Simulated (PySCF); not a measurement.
C₃H₉AlO (SMILES C[CH2][Al]([CH3])[OH]), singlet, geometry from GFN2-xTB (such geometries of metal compounds can be far from the true shape); PBE0/6-31G, polarisability run with PySCF.

Input for PySCF:
```python
from pyscf import gto, scf, dft
from pyscf.prop import polarizability

mol = gto.Mole()
mol.atom = '''
    Al    0.213922    0.296070    0.387530
    C     1.769568    0.346179    1.639040
    H     2.200567   -0.639149    1.822366
    H     1.478716    0.760291    2.608042
    H     2.572711    0.984904    1.262367
    C    -0.376076   -1.409554   -0.520214
    C    -1.124564   -1.178148   -1.838756
    H    -1.025796   -1.989520    0.148344
    H     0.488522   -2.058536   -0.703567
    H    -0.472531   -0.708812   -2.574075
    H    -1.978018   -0.519227   -1.683507
    H    -1.492009   -2.116556   -2.257317
    O    -0.630123    1.677908    0.093267
    H    -1.125728    2.463565   -0.087092
'''
mol.basis = '6-31g'
mol.charge = 0
mol.spin = 0
mol.verbose = 4
mol.build()

mf = dft.RKS(mol)
mf.xc = 'pbe0'
mf.kernel()
alpha = mf.Polarizability().polarizability()[2, 2]
print('alpha_zz =', alpha)
```

It wrote (shortened):

```
site-packages/pyscf/prop/efg/rhf.py:45: UserWarning: Module EFG is under testing
  warnings.warn('Module EFG is under testing')
site-packages/pyscf/prop/efg/dhf.py:30: UserWarning: Module EFG is under testing
  warnings.warn('Module EFG is under testing')
site-packages/pyscf/prop/zfs/uhf.py:40: UserWarning: Module ZFS is under testing
  warnings.warn('Module ZFS is under testing')
site-packages/pyscf/prop/gtensor/uhf.py:43: UserWarning: Module g-tensor is under testing
  warnings.warn('Module g-tensor is under testing')
site-packages/pyscf/prop/gtensor/uks.py:41: UserWarning: Module g-tensor is under testing
  warnings.warn('Module g-tensor is under testing')
site-packages/pyscf/prop/hfc/uks.py:35: UserWarning: Module HFC is under testing
  warnings.warn('Module HFC is under testing')
site-packages/pyscf/prop/magnetizability/rhf.py:39: UserWarning: Module magnetizability is under testing
  warnings.warn('Module magnetizability is under testing')
site-packages/pyscf/prop/magnetizability/uhf.py:37: UserWarning: Module magnetizability is under testing
  warnings.warn('Module magnetizability is under testing')
site-packages/pyscf/prop/magnetizability/rks.py:37: UserWarning: Module magnetizability is under testing
  warnings.warn('Module magnetizability is under testing')
site-packages/pyscf/prop/magnetizability/uks.py:39: UserWarning: Module magnetizability is under testing
  warnings.warn('Module magnetizability is under testing')
site-packages/pyscf/prop/polarizability/uhf.py:34: UserWarning: Module polarizability is under testing
  warnings.warn('Module polarizability is under testing')
site-packages/pyscf/prop/polarizability/rks.py:29: UserWarning: Module polarizability is under testing
  warnings.warn('Module polarizability is under testing')
site-packages/pyscf/prop/polarizability/uks.py:29: UserWarning: Module polarizability is under testing
  warnings.warn('Module polarizability is under testing')
PySCF version 2.14.0

[INPUT] verbose = 4
[INPUT] num. atoms = 14
[INPUT] num. electrons = 48
[INPUT] charge = 0
[INPUT] spin (= nelec alpha-beta = 2S) = 0
[INPUT] symmetry False subgroup None
[INPUT] Mole.unit = angstrom
[INPUT] Symbol           X                Y                Z      unit          X                Y                Z       unit  Magmom
[INPUT]  1 Al     0.213922000000   0.296070000000   0.387530000000 AA    0.404253992019   0.559491213700   0.732325565053 Bohr   0.0
[INPUT]  2 C      1.769568000000   0.346179000000   1.639040000000 AA    3.343998878794   0.654183500076   3.097336707207 Bohr   0.0
[INPUT]  3 H      2.200567000000  -0.639149000000   1.822366000000 AA    4.158468948756  -1.207816562790   3.443772638719 Bohr   0.0
[INPUT]  4 H      1.478716000000   0.760291000000   2.608042000000 AA    2.794368256012   1.436741764972   4.928485101363 Bohr   0.0
[INPUT]  5 H      2.572711000000   0.984904000000   1.262367000000 AA    4.861719187656   1.861198818989   2.385527898689 Bohr   0.0
[INPUT]  6 C     -0.376076000000  -1.409554000000  -0.520214000000 AA   -0.710680642022  -2.663671017785  -0.983061986164 Bohr   0.0
[INPUT]  7 C     -1.124564000000  -1.178148000000  -1.838756000000 AA   -2.125117969545  -2.226377054204  -3.474745249901 Bohr   0.0
[INPUT]  8 H     -1.025796000000  -1.989520000000   0.148344000000 AA   -1.938473499674  -3.759647919345   0.280329532222 Bohr   0.0
[INPUT]  9 H      0.488522000000  -2.058536000000  -0.703567000000 AA    0.923172785825  -3.890069257558  -1.329548940282 Bohr   0.0
[INPUT] 10 H     -0.472531000000  -0.708812000000  -2.574075000000 AA   -0.892954175367  -1.339460553805  -4.864296774090 Bohr   0.0
[INPUT] 11 H     -1.978018000000  -0.519227000000  -1.683507000000 AA   -3.737912289460  -0.981196826480  -3.181367158788 Bohr   0.0
[INPUT] 12 H     -1.492009000000  -2.116556000000  -2.257317000000 AA   -2.819488385386  -3.999711167305  -4.265710906325 Bohr   0.0
[INPUT] 13 O     -0.630123000000   1.677908000000   0.093267000000 AA   -1.190759894789   3.170786582217   0.176249086460 Bohr   0.0
[INPUT] 14 H     -1.125728000000   2.463565000000  -0.087092000000 AA   -2.127317610754   4.655463140064  -0.164580027641 Bohr   0.0

nuclear repulsion = 215.745047411903
number of shells = 45
number of NR pGTOs = 170
number of NR cGTOs = 67
basis = 6-31g
ecp = {}

******** <class 'pyscf.dft.rks.RKS'> ********
method = RKS
initial guess = minao
damping factor = 0
level_shift factor = 0
DIIS = <class 'pyscf.scf.diis.CDIIS'>
diis_start_cycle = 1
diis_space = 8
diis_damp = 0
SCF conv_tol = 1e-09
SCF conv_tol_grad = None
SCF max_cycles = 50
direct_scf = True
direct_scf_tol = 1e-13
XC library pyscf.dft.libxc version 7.1.2
    S. Lehtola, C. Steigemann, M. J. T. Oliveira, and M. A. L. Marques,  SoftwareX 7, 1–5 (2018)
XC functionals = pbe0
    C. Adamo and V. Barone,  J. Chem. Phys. 110, 6158 (1999)
    M. Ernzerhof and G. E. Scuseria,  J. Chem. Phys. 110, 5029 (1999)
radial grids:
    Treutler-Ahlrichs [JCP 102, 346 (1995); DOI:10.1063/1.469408] (M4) radial grids

becke partition: Becke, JCP 88, 2547 (1988); DOI:10.1063/1.454033
pruning grids: <function nwchem_prune>
grids dens level: 3
symmetrized grids: False
atomic radii adjust function: <function treutler_atomic_radii_adjust>
small_rho_cutoff = 0
Set gradient conv threshold to 3.16228e-05
Initial guess from minao.
tot grids = 163888
init E= -437.084240037211
  HOMO = -0.310702701898019  LUMO = -0.0522687302093787  gap/eV = 7.03235
cycle= 1 E= -436.858734487126  delta_E= 0.226  |g|= 0.873  |ddm|= 3.05
  HOMO = -0.116037713166077  LUMO = 0.0496128014440409  gap/eV = 4.50758
cycle= 2 E= -436.615382117458  delta_E= 0.243  |g|= 1.38  |ddm|=  1.7
  HOMO = -0.234067165471136  LUMO = 0.00549136622174617  gap/eV = 6.51872
cycle= 3 E= -437.012730775309  delta_E= -0.397  |g|= 0.177  |ddm|= 1.17
  HOMO = -0.253435902091284  LUMO = 0.0050618841562633  gap/eV = 7.03408
cycle= 4 E= -437.020045448518  delta_E= -0.00731  |g|= 0.0442  |ddm|= 0.186
  HOMO = -0.248758275684759  LUMO = 0.00674928202410929  gap/eV = 6.95271
cycle= 5 E= -437.020562240409  delta_E= -0.000517  |g|= 0.00336  |ddm|= 0.0399
  HOMO = -0.248486732115384  LUMO = 0.00708776356498531  gap/eV = 6.95454
cycle= 6 E= -437.02056494842  delta_E= -2.71e-06  |g|= 0.00177  |ddm|= 0.00524
  HOMO = -0.248401473009142  LUMO = 0.00707943378630871  gap/eV = 6.95199
cycle= 7 E= -437.02056576194  delta_E= -8.14e-07  |g|= 0.000267  |ddm|= 0.00175
  HOMO = -0.248441587293122  LUMO = 0.00704556244807986  gap/eV = 6.95216
cycle= 8 E= -437.020565783178  delta_E= -2.12e-08  |g|= 8.97e-05  |ddm|= 0.000454
  HOMO = -0.248441208488576  LUMO = 0.0070465245167779  gap/eV = 6.95218
cycle= 9 E= -437.020565785301  delta_E= -2.12e-09  |g|= 2.83e-05  |ddm|= 0.000108
  HOMO = -0.248439719379539  LUMO = 0.00704867058206204  gap/eV = 6.95219
cycle= 10 E= -437.020565785513  delta_E= -2.13e-10  |g|= 4.2e-06  |ddm|= 3.16e-05
  HOMO = -0.248439909269468  LUMO = 0.007048473713682  gap/eV = 6.95219
Extra cycle  E= -437.020565785509  delta_E= 4.55e-12  |g|= 5.92e-06  |ddm|= 8.95e-06
converged SCF energy = -437.020565785509
Isotropic polarizability 54.4690586634
Polarizability anisotropy 1.6996100002
alpha_zz = 53.902717060407475
```
